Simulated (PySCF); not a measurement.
Two species compared at the same levels of theory.

First species: C₃H₇BS.
Cartesian coordinates in Å at the PBE0-D3(BJ)/def2-SVP level; atoms count from 1:
```
atom  x, y, z in Å
C1     2.603    0.153   -0.655
C2     1.355   -0.170   -1.034
B3     0.142    0.073   -0.107
S4    -1.478   -0.389   -0.667
C5    -2.579    0.076    0.700
H6     3.474   -0.012   -1.298
H7     2.799    0.599    0.327
H8     1.220   -0.614   -2.029
H9     0.274    0.567    0.990
H10   -2.607    1.167    0.818
H11   -3.586   -0.284    0.452
H12   -2.250   -0.390    1.638
```

Second species: C₅H₁₂Si₂.
SMILES: `[SiH3]C[SiH]1CC=CC1`

Levels: B3LYP/def2-SVPD for HOMO energy, LUMO energy, HOMO–LUMO gap and static isotropic polarisability; TDDFT B3LYP/def2-SVPD for lowest singlet excitation. Geometries: PBE0-D3(BJ)/def2-SVP. All species are isolated and taken at one optimised geometry, non-relativistic unless stated. Electronic properties by PySCF.

The conformers computed, where there is a choice (atom-mapped SMILES and torsion angles):
- `[CH2:1]=[CH:2][BH:3][S:4][CH3:5]`: C1–C2–B3–S4 180°, C2–B3–S4–C5 180°

The conformers of `[SiH3]C[SiH]1CC=CC1` aren't listed.

| property | column X | column Y |
| --- | --- | --- |
| HOMO energy | -7.04 eV | -6.84 eV |
| LUMO energy | -1.76 eV | 0.16 eV |
| HOMO–LUMO gap | 5.28 eV | 7.00 eV |
| lowest singlet excitation | 5.03 eV | 6.27 eV |
| static isotropic polarisability | 79.8 au | 111.3 au |

Question: Which column belongs to which species?

Answer: Column X is the first species and column Y the second. The first has 12 atoms and 46 electrons, the second 19 and 70.

Question: How does each property change from the first species to the second?

Answer: HOMO energy +0.20 eV; LUMO energy +1.92 eV; HOMO–LUMO gap +1.72 eV; lowest singlet excitation +1.24 eV; static isotropic polarisability +31.5 au.

On the first: In wavenumbers S1 is 40600 cm⁻¹ (1 eV = 8065.54 cm⁻¹). The polarisability is 11.82 Å³ as a volume (1 au = 0.148185 Å³), or 1.73 au for each of the 46 electrons.

On the second: The polarisability is 16.50 Å³ as a volume (1 au = 0.148185 Å³), or 1.59 au for each of the 70 electrons. The principal polarisabilities are 91.7, 109.9 and 132.4 au; their mean is the isotropic value.
